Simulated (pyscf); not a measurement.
Routes from GeH₄ (SMILES [GeH4]) + Cl–GeH: (SMILES [Cl][GeH]) [singlet]

Candidate steps break at most two bonds and form at most two. Each was searched with GFN2-xTB (tblite) first. Single points on ωB97X-D3(BJ)/def2-SVP structures (PySCF, gas phase). MP2 and CC: frozen core, UHF for open shells. ΔMP2 is the change of the MP2 total energy from the triple- to the quadruple-zeta basis. Energies: CCSD(T)/def2-TZVPP + ΔMP2(QZVPP), kcal/mol, from the separated reactants, singlet surface; ΔG‡ with ideal gas, 1 atm, RRHO with modes under 100 cm⁻¹ raised to 100, one conformer, R ln 2 for chiral ones without a mode under 150 cm⁻¹.

```json
[
 {"products": "Cl–GeH₂–GeH₃", "type": "insertion", "ΔE‡": "9.6", "ΔE": "-35.0", "ΔG‡ 298 K": "20.1", "ΔG‡ 900 K": "40.0", "ν‡ (cm⁻¹)": "545i"},
 {"products": "Cl–GeH₃ + GeH₂ [singlet]", "type": "four-centre exchange", "ΔE‡": "15.5", "ΔE": "+13.6", "ΔG‡ 298 K": "26.7", "ΔG‡ 900 K": "47.5", "ν‡ (cm⁻¹)": "228i"}
]
```

Row 1: On the reactant side the descent ends in a complex (not fully relaxed), 7.5 kcal/mol under the separated species and 15.2 kcal/mol under the saddle at ωB97X-D3(BJ)/def2-TZVP. Row 2: On the reactant side the descent ends in a bound adduct, 8.2 kcal/mol under the separated species and 19.4 kcal/mol under the saddle at ωB97X-D3(BJ)/def2-TZVP. On the product side the descent ends in an adduct with a Cl–Ge contact, 13.6 kcal/mol under the separated species and 11.0 kcal/mol under the saddle at ωB97X-D3(BJ)/def2-TZVP. 

Plain bond fissions and candidates not yet searched are not listed, and one of them may be faster. Each barrier is that of the saddle found; lower ones may exist. The CCSD(T) − MP2 part came from Ansatz, without density fitting, on the same reference. The frozen core leaves the outer d or s,p core shells of the metals and heavy elements correlated in the MP2 and CC values, and def2-TZVPP describes them poorly, which can shift differences by a few kcal/mol. Elements up to Kr have no core potential and no relativistic terms here.
